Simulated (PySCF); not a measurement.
Isomers C₅H₄F₂O:

A. `FC1=COC(F)=CC1`
B. SMILES C=C/C(=C\F)C(=O)F
C. `O(C)/C(F)=C1C=C\1F`
D. `FC(F)c1ccco1`

Spectrum 1. 13C{1H} NMR (computed): δ 175.6 (CH), 161.9 (C), 130.5 (CH2), 128.8 (CH), 117.6 (C).

Spectrum 2. 13C{1H} NMR (computed): δ 167.2 (C), 158.0 (C), 134.0 (CH), 77.0 (CH), 28.4 (CH2).

Spectrum 3. 13C{1H} NMR (computed): δ 157.0 (C), 147.6 (CH), 118.8 (CH), 118.6 (CH), 115.9 (CH).

Spectrum 4. 13C{1H} NMR (computed): δ 161.2 (C), 152.6 (C), 92.7 (C), 91.7 (CH), 59.5 (CH3).

Gas phase, fast rotation and ring inversion assumed for equivalent nuclei, non-relativistic, single conformer. Geometry: GFN2-xTB; NMR shieldings at PBE0/pcSseg-1/GIAO; PySCF.

δ = σ(ref) − σ, references computed at the same level: 13C (186.93 ppm) vs TMS. Splittings of carbon signals by F and P are missing where no couplings were computed. Shifts are as computed. Against solution values, carbons near 30 ppm lie about +3 ppm off and those near 130 ppm about +5 ppm. Of 1211 compounds with measured shifts, 218 miss one by over three times the rms of a fit or turn the order of signals round; such compounds aren't used in these exercises.

Problem. Match each spectrum to its structure.

Solution. 1–B, 2–A, 3–D, 4–C.

- Spectrum 1 (B): 5 13C signals; δC 175.6 is a β carbon of a C=C–C=O unit; δC 130.5 is a terminal =CH2 carbon.
- Spectrum 2 (A): 5 13C signals; δC 167.2 is an alkene carbon bearing oxygen; δC 134.0 is an alkene carbon bearing oxygen.
- Spectrum 3 (D): 5 13C signals; δC 115.9 is an sp3 CH bonded to 2 F, on an aromatic ring; δC 157.0 is a substituted aromatic carbon next to the ring oxygen.
- Spectrum 4 (C): 5 13C signals; δC 161.2 is a fully substituted alkene carbon; δC 152.6 is an alkene carbon bearing oxygen.
